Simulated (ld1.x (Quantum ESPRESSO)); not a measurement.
Before and after: TM potential for C (Z = 6)

| Quantity | Value |
| --- | --- |
| Element | carbon |
| Generator | ld1.x (Quantum ESPRESSO) 7.5 |
| Type | norm-conserving Troullier–Martins (Kleinman–Bylander form) |
| Functional | PBE |
| Relativity | scalar-relativistic |
| Frozen core | [He] |
| Valence charge | 4 |
| Reference configuration | 2s1 2p0 (charge +3) |
| Partial waves | 2s (bound): rc 0.85 bohr; 2p (bound, empty): rc 2.55 bohr; 3d channel at 0.15 Ry: rc 2.60 bohr |
| Local potential | all-electron potential smoothed inside 0.80 bohr (lloc = -1) |
| Core correction | a·sin(br)/r model core inside 0.60 bohr |

Change: core correction a·sin(br)/r model core inside 1.04 bohr.

Cutoffs: the cutoffs (Ry, on a coarse ladder) from which the occupation-weighted sum of valence levels, in a spherical-Bessel basis at the reference potential, stays within 10 and 1 mRy of its value at 400 Ry; they do not see the model core or the augmentation charge, which bear on the density cutoff. Errors are all-electron minus pseudo energies relative to the spin-unpolarised reference configuration.

Task: What does the change do?

Result: The potential gets neither clearly harder nor softer (45 Ry and 120 Ry → 45 Ry and 120 Ry); the errors of the 7 common tests hardly move; neither file shows a bound ghost. A wider model core is smoother and lowers the density cutoff, which this test does not measure.

```tsv
quantity	base	changed
cutoff, loose	45 Ry	45 Ry
cutoff, tight	120 Ry	120 Ry
bound ghosts	none	none
error for 2s2 2p2, meV [ΔE -83.21 eV]	+1434	+1395
error for 2s2 2p1, meV [ΔE -72.35 eV]	+826	+805
error for 2s2 2p0, meV [ΔE -48.19 eV]	+55	+53
error for 2s2 2p2.3, meV [ΔE -84.37 eV]	+1522	+1480
error for 2s1 2p2, meV [ΔE -63.60 eV]	+1495	+1491
error for 2s1 2p3, meV [ΔE -74.73 eV]	+2040	+2021
error for 2s2 2p1.5, meV [ΔE -79.25 eV]	+1184	+1152
s: phases at 2.86 bohr within 0.05 rad from the reference energy up to (Ry; the scan ends near 5)	2.6	2.6
p: phases at 2.86 bohr within 0.05 rad from the reference energy up to (Ry; the scan ends near 5)	-1.8	-1.8
d: phases at 2.86 bohr within 0.05 rad from the reference energy up to (Ry; the scan ends near 5)	1.5	1.5
```
